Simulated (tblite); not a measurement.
Isomers of C2H10F2SSi3. Method: GFN2-xTB as coded in tblite; computed harmonic values from a numerical Hessian at the method's own geometry, unscaled. Against measured fundamentals such values can be off by several per cent, at times by over 20. Modes of hydrogen on silicon can be 10 to 20 % off. One conformer each.

Electronic energies: GFN2-xTB at the same geometries; isomer energies are rough at this level and their order can be wrong.

```csv
SMILES,"electronic energy, lowest = 0 (kcal/mol)"
CSC(F)(F)[SiH2][SiH2][SiH3],91.2
F[C@@H](C[SiH3])[Si@@H](F)S[SiH3],0.0
FC(F)CS[SiH2][SiH2][SiH3],69.0
```

How do GFN2-xTB zero-point energies change the relative energies?

```csv
SMILES,ZPE (kcal/mol),of it from modes above 1550 cm⁻¹,electronic (kcal/mol),"with ZPE, lowest = 0 (kcal/mol)",lowest mode (cm⁻¹),rings
F[C@@H](C[SiH3])[Si@@H](F)S[SiH3],68.3,35.9,0.0,0.0,31,0
FC(F)CS[SiH2][SiH2][SiH3],67.1,34.9,69.0,67.8,14,0
CSC(F)(F)[SiH2][SiH2][SiH3],65.6,35.3,91.2,88.5,24,0
```

The zero-point energies span 2.7 kcal/mol, from `CSC(F)(F)[SiH2][SiH2][SiH3]` to `F[C@@H](C[SiH3])[Si@@H](F)S[SiH3]`. The order is unchanged.
